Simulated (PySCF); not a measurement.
Deprotonation sites of dimethylsilanol

Parent: dimethylsilanol, `C[SiH](C)O` (C2H8OSi). Non-hydrogen atoms are numbered in `[CH3:1][SiH:2]([CH3:3])[OH:4]`.

Computed at ωB97X-D3(BJ)/ma-def2-TZVP // PBE0-D3(BJ)/ma-def2-SVP with PySCF (density fitting, grid level 2). Zero-point and thermal terms (298.15 K, 1 bar) come from unscaled PBE0-D3(BJ)/ma-def2-SVP harmonic frequencies, with soft modes damped to free rotors in the entropy.

| site | product | ΔH(acid) / kJ/mol | ΔG(acid) / kJ/mol | gas share | above best in toluene / kJ/mol | above best in DMF / kJ/mol |
| --- | --- | --- | --- | --- | --- | --- |
| O4 (hydroxyl oxygen) | `C[SiH](C)[O-]` | 1515 | 1486 | > 99.9 % | 0.0 | 0.0 |
| C1 (methyl carbon) | `[CH2-][SiH](C)O` | 1628 | 1596 | < 0.1 % | 122.3 | 134.8 |
| Si2 (silicon) | `C[Si-](C)O` | 1630 | 1599 | < 0.1 % | 127.8 | 139.0 |

ΔH and ΔG refer to AH → A⁻ + H⁺ in the gas phase. Shares are Boltzmann weights among the listed products; an error of 10 kJ/mol changes a ratio about 56-fold. Sites whose products fell apart, merged with another or lost in a GFN2-xTB screen aren't listed. Values in solvent are IEF-PCM free energies relative to the most favourable product.

Among these, O4 (hydroxyl oxygen) wins by 110 kJ/mol in gas-phase free energy over C1.

In toluene the product from O4 is solvated 137 kJ/mol more strongly than the parent (electrostatics only).

In DMF the product from O4 is solvated 238 kJ/mol more strongly than the parent (electrostatics only).

Vertical detachment energies of the anions: `[CH2-][SiH](C)O` 1.54 eV, `C[Si-](C)O` 1.67 eV.

Measured values (NIST Chemistry WebBook, evaluated or the median of agreeing entries): deprotonation enthalpy (ΔH) 1502 kJ/mol (computed 1515, difference 13); gas-phase acidity (ΔG) 1475 kJ/mol (computed 1486, difference 11). These are compared with the most favourable site that keeps the skeleton.

Note: the order of C1 and Si2 is undecided: the gaps lie inside the method's error (some 10 kJ/mol, one structure a species).
